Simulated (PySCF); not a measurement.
Gas-phase reaction: Ge(OH)₄ + 2 C₃O₂ = GeO₂ + C₃H₄ (propyne) + 3 CO₂

Method: PySCF energies (xtb for GFN2) plus ideal-gas RRHO corrections (1 bar). † marks an energy on the PBE0/def2-TZVP geometry and frequencies; other levels use their own. MP2 and CCSD(T) freeze the core. 6-31G* has spherical d functions here. All species are closed-shell singlets. B3LYP is the form with VWN-RPA correlation. Ge: all electrons, no relativistic terms. Ge(OH)₄, GeO₂: computed as isolated molecules; such fragments, hydroxides, amides, oligomers or adducts are transient or little studied in the gas. MP2 isn't extrapolated to the basis-set limit. CCSD(T) isn't extrapolated to the basis-set limit. Warning, large T1 diagnostic: C₃O₂, GeO₂ (CCSD(T)/def2-SVP†).

| level | ΔH°(298 K), kJ |
|---|---|
| B3LYP/6-31G* | 78 |
| B3LYP/def2-TZVP† | 117 |
| CCSD(T)/def2-SVP† | (withheld) |
| GFN2-xTB | -72 |
| HF/def2-TZVP† | 99 |
| MP2/def2-SVP† | (withheld) |
| PBE/def2-TZVP† | 120 |
| PBE0/def2-QZVP† | 161 |
| PBE0/def2-SVP† | (withheld) |
| ωB97M-V/def2-TZVP† | (withheld) |
| ωB97X-V/def2-TZVP† | 114 |

Q: Complete the blanks.

A: 
- CCSD(T)/def2-SVP†, ΔH°(298 K), kJ: 52
- MP2/def2-SVP†, ΔH°(298 K), kJ: 69
- PBE0/def2-SVP†, ΔH°(298 K), kJ: 156
- ωB97M-V/def2-TZVP†, ΔH°(298 K), kJ: 126
